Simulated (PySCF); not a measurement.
C4H5NSi, SMILES N#CC1=CC[SiH2]1.

Geometry optimised at B3LYP-D3(BJ)/def2-SVP. The structure was generated by enumeration, and PubChem lists no compound with its InChIKey, so it may never have been made.

Level of theory: B3LYP-D3(BJ)/def2-SVP run with PySCF.

Frequencies are harmonic and unscaled.

| mode | ν (cm⁻¹) | IR (km/mol) | Raman (Å⁴/amu) | depolarisation | moving atoms (share of kinetic energy) |
|---|---|---|---|---|---|
| 1 | 159 | 3.2 | 5.8 | 0.74 | N 40 %, C 33 %, Si 18 %, H 9 % |
| 2 | 161 | 0.5 | 1.0 | 0.75 | C 49 %, H 29 %, N 22 % |
| 3 | 223 | 0.5 | 3.2 | 0.75 | C 49 %, H 43 % |
| 4 | 467 | 5.7 | 6.0 | 0.44 | C 52 %, N 22 %, Si 20 % |
| 5 | 476 | 0.0 | 2.8 | 0.75 | H 61 %, C 30 % |
| 6 | 517 | 8.3 | 5.2 | 0.41 | C 51 %, Si 35 % |
| 7 | 552 | 7.5 | 3.2 | 0.75 | H 65 %, C 31 % |
| 8 | 629 | 9.0 | 12.4 | 0.09 | C 67 %, Si 17 %, N 10 % |
| 9 | 675 | 38.2 | 10.5 | 0.75 | H 58 %, C 35 % |
| 10 | 701 | 0.1 | 15.4 | 0.39 | C 60 %, H 30 % |
| 11 | 781 | 102.6 | 8.0 | 0.55 | H 76 %, Si 17 % |
| 12 | 800 | 39.1 | 2.4 | 0.75 | H 65 %, C 29 % |
| 13 | 886 | 3.9 | 10.6 | 0.75 | H 78 %, C 21 % |
| 14 | 947 | 21.0 | 6.1 | 0.69 | H 59 %, C 40 % |
| 15 | 965 | 132.8 | 12.0 | 0.74 | H 92 % |
| 16 | 1096 | 8.4 | 2.5 | 0.75 | H 75 %, C 25 % |
| 17 | 1126 | 1.7 | 1.2 | 0.52 | C 68 %, H 27 % |
| 18 | 1177 | 25.1 | 18.8 | 0.26 | C 70 %, H 24 % |
| 19 | 1249 | 4.0 | 12.4 | 0.57 | H 64 %, C 35 % |
| 20 | 1411 | 7.0 | 57.0 | 0.50 | H 90 %, C 10 % |
| 21 | 1628 | 14.2 | 71.3 | 0.20 | C 93 % |
| 22 | 2230 | 110.3 | 220.0 | 0.11 | H 98 % |
| 23 | 2240 | 111.9 | 96.8 | 0.75 | H 96 % |
| 24 | 2347 | 31.1 | 305.4 | 0.29 | C 63 %, N 37 % |
| 25 | 3049 | 7.7 | 243.7 | 0.17 | H 95 % |
| 26 | 3097 | 2.5 | 135.0 | 0.75 | H 90 %, C 10 % |
| 27 | 3129 | 13.8 | 177.4 | 0.28 | H 91 %, C 9 % |
